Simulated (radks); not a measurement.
Problem. The mean radii <r> (bohr) of the occupied orbitals of an atom or ion are listed with their occupations. Calculated with a radial shooting solver on a logarithmic mesh with Libxc functionals: scalar-relativistic Kohn-Sham, PBE, spin-polarised, spherical densities, point nucleus.

orbital  occ.      <r>
1s down     1  0.06356
1s up       1  0.06356
2s up       1   0.2932
2s down     1   0.2929
2p up       3   0.2600
2p down     3   0.2597
3s up       1   0.8746
3s down     1   0.8765
3p up       3   0.9156
3p down     3   0.9189
3d up       2    1.016

Name the element and its charge. Open shells, if any, are filled with parallel spins first.

Solution. Z = 24, chromium, charge +4: Cr4+ in [Ar] 3d2. The 1s radius gives Z: for a bare nucleus <r> = (2 gamma + 1)/(2Z) with gamma = sqrt(1 - (Z/c)^2), 0.06186 bohr for Z = 24, and screening makes it slightly larger (0.06356 here). The occupations add up to 20, and the charge is Z minus that.
